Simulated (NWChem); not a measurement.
**A calculation on H₃AlO₃**

SMILES: [OH][Al]([OH])[OH]
```xyz
7

Al     0.0000     0.0000     0.0000
O      1.4664     0.8512     0.0000
H      1.5233     1.8076     0.0000
O     -1.4703     0.8444     0.0000
H     -2.3271     0.4157     0.0000
O      0.0038    -1.6956     0.0000
H      0.8033    -2.2235     0.0000
```
Charge 0, spin multiplicity 1.

The numbers come from NWChem runs, not from measurements. Structure: optimised with PBE0/def2-SVP, a minimum by its harmonic frequencies. It is one conformer; others weren't searched.

Symmetry labels belong to the abelian group Cs used in the runs, with the axes of the coordinates shown; states degenerate in a higher group split over its labels.

B3LYP has NWChem's definition, with VWN1-RPA local correlation. The Pople sets run with spherical d functions. The structure started from a generated list of species.

### Question
List the lowest 3 singlet excitations that TD-B3LYP/6-31+G* (spherical d), VWN1-RPA local correlation gives, with oscillator strengths.

### Answer
```json
[
 {"state": "1", "symmetry": "a\"", "energy (eV)": "6.49", "wavelength (nm)": "191", "f": "0.000"},
 {"state": "2", "symmetry": "a\"", "energy (eV)": "6.49", "wavelength (nm)": "191", "f": "0.000"},
 {"state": "3", "symmetry": "a'", "energy (eV)": "7.27", "wavelength (nm)": "171", "f": "0.000"}
]
```
